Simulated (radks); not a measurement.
Values are calculated unless marked as measured or tabulated.
Co+, configuration [Ne] 3s1.5 3p6 3d8 4f0.5 (fractional occupations, a model configuration).

Code: a radial shooting solver on a logarithmic mesh with Libxc functionals. Model: non-relativistic Kohn-Sham, LDA (Slater exchange, Perdew-Wang correlation), spin-polarised, spherical densities, point nucleus; open shells are filled with parallel spins first.

Energy parts (eV):
total: -37497.226
kinetic: 37454.071
electron-nucleus: -89190.160
Hartree: 15770.816
exchange-correlation: -1531.954

Orbitals (lengths in bohr, moments of r in powers of bohr; <r^-3> diverges for s and p1/2):
| orbital | occ. | eigenvalue (eV) | <1/r> | <r^-3> |
|---|---|---|---|---|
| 1s up | 1 | -7511.687 | 26.47 | - |
| 1s down | 1 | -7511.332 | 26.47 | - |
| 2s up | 1 | -891.1832 | 5.694 | - |
| 2s down | 1 | -889.7461 | 5.699 | - |
| 2p up | 3 | -776.2188 | 5.659 | 527.2 |
| 2p down | 3 | -775.0580 | 5.663 | 528.0 |
| 3s up | 1 | -110.4765 | 1.802 | - |
| 3s down | 0.5 | -107.6026 | 1.795 | - |
| 3p up | 3 | -76.1171 | 1.677 | 66.32 |
| 3p down | 3 | -73.3438 | 1.667 | 65.52 |
| 3d up | 5 | -19.7835 | 1.302 | 5.997 |
| 3d down | 3 | -17.4285 | 1.267 | 5.720 |
| 4f up | 0.5 | -2.0674 | 0.1044 | 0.001716 |
| 4f down | 0 | -1.8853 | 0.1014 | 0.001597 |

The highest occupied level is 4f up at -2.067 eV. Virial ratio -V/T = 2.00115.
